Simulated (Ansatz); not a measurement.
Relaxation of Cl$_{2}$FH$_{3}$HfN (8 atoms, charge 0, multiplicity 2), to a largest force component of 0.03 eV/Å in at most 50 steps.

All numbers below come from UKS PBE0-D4/def2-SVP in Ansatz 0.2.0.

```xyz
8
Properties=species:S:1:pos:R:3
Hf -0.019 -0.003 -0.078
F 0.006 0.268 1.850
N 1.889 -0.017 -0.667
H 2.252 -0.520 -1.477
H 2.652 0.500 -0.234
Cl -1.101 1.825 -1.096
Cl -0.964 -2.028 -0.809
H 0.163 -0.025 3.952
```

Question: Where does it end, and by what steps?

Answer: The run converged. The force dipped under the threshold on the way, but the program's further checks kept it going. After 11 steps the energy has fallen by 0.114 eV; H8 moved furthest, 0.91 Å.

```json
{"step": "0", "energy less start (eV)": "0.0000", "largest force component (eV/Å)": "1.272", "accepted": "yes"}
{"step": "1", "energy less start (eV)": "-0.0509", "largest force component (eV/Å)": "0.256", "accepted": "yes"}
{"step": "2", "energy less start (eV)": "-0.0860", "largest force component (eV/Å)": "0.313", "accepted": "yes"}
{"step": "3", "energy less start (eV)": "-0.1009", "largest force component (eV/Å)": "0.236", "accepted": "yes"}
{"step": "4", "energy less start (eV)": "-0.1090", "largest force component (eV/Å)": "0.084", "accepted": "yes"}
{"step": "5", "energy less start (eV)": "-0.1089", "largest force component (eV/Å)": "0.229", "accepted": "no"}
{"step": "6", "energy less start (eV)": "-0.1113", "largest force component (eV/Å)": "0.018", "accepted": "yes"}
{"step": "7", "energy less start (eV)": "-0.1132", "largest force component (eV/Å)": "0.025", "accepted": "yes"}
{"step": "8", "energy less start (eV)": "-0.1139", "largest force component (eV/Å)": "0.078", "accepted": "yes"}
{"step": "9", "energy less start (eV)": "-0.1142", "largest force component (eV/Å)": "0.059", "accepted": "yes"}
{"step": "10", "energy less start (eV)": "-0.1143", "largest force component (eV/Å)": "0.038", "accepted": "yes"}
{"step": "11", "energy less start (eV)": "-0.1143", "largest force component (eV/Å)": "0.009", "accepted": "yes"}
```

```xyz
8
Properties=species:S:1:pos:R:3
Hf -0.026 0.035 -0.226
F -0.002 0.357 1.646
N 1.897 0.007 -0.771
H 2.249 -0.134 -1.717
H 2.690 0.132 -0.144
Cl -1.112 1.742 -1.436
Cl -0.983 -2.049 -0.774
H 0.165 -0.090 4.861
```

Whether the end is a true minimum wasn't checked by a vibrational analysis.

Time of the run: 24 s on 4 threads of Intel(R) Xeon(R) 6975P-C (Granite Rapids) (shared host), peak memory 0.41 GiB.
